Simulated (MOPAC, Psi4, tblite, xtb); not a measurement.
Dimer C2H6 ··· CH3Br (SMILES CC and CBr) at R = 4.39 Å between the centres of mass, closest contact 3.00 Å (a random orientation, not optimised). Geometry in Å and degrees:

```
C
H 1 1.0918
H 1 1.0918 2 107.56
H 1 1.0918 2 107.56 3 -115.60
C 1 1.5263 2 111.32 4 -122.20
H 5 1.0918 1 111.32 2 179.99
H 5 1.0918 6 107.56 1 122.20
H 5 1.0918 6 107.56 7 115.60
Br 3 3.2291 1 152.00 2 154.46
C 9 1.9574 3 82.07 1 178.53
H 10 1.0842 9 107.64 3 89.75
H 10 1.0842 11 111.23 9 117.70
H 10 1.0842 11 111.23 12 124.60
```

Methods: GFN2-xTB (tblite); SAPT0/jun-cc-pVDZ, frozen core (Psi4); PBE0/def2-TZVP, counterpoise-corrected (Psi4); PBE0-D3(BJ)/def2-TZVP, counterpoise-corrected (Psi4); PBE/def2-TZVP, counterpoise-corrected (Psi4); PBE-D3(BJ)/def2-TZVP, counterpoise-corrected (Psi4); HF/aug-cc-pVDZ, counterpoise-corrected (Psi4); MP2/aug-cc-pVDZ = DF-MP2/aug-cc-pVDZ, frozen core, counterpoise-corrected (Psi4); SCS-MP2/aug-cc-pVDZ = DF-SCS-MP2/aug-cc-pVDZ, frozen core, counterpoise-corrected (Psi4 1.11); AM1, restricted, heats of formation (MOPAC); PM7, restricted, heats of formation (MOPAC); GFN1-xTB (xtb).

Problem. What interaction energy does each level give?

Solution. 
```csv
method,E_int / kcal/mol
PBE-D3(BJ)/def2-TZVP,-1.05
PBE0-D3(BJ)/def2-TZVP,-0.97
PM7,-0.85
GFN1-xTB,-0.76
MP2/aug-cc-pVDZ,-0.71
GFN2-xTB,-0.66
SCS-MP2/aug-cc-pVDZ,-0.43
SAPT0/jun-cc-pVDZ,-0.41
PBE/def2-TZVP,-0.28
PBE0/def2-TZVP,-0.18
AM1,0.11
HF/aug-cc-pVDZ,0.45
```
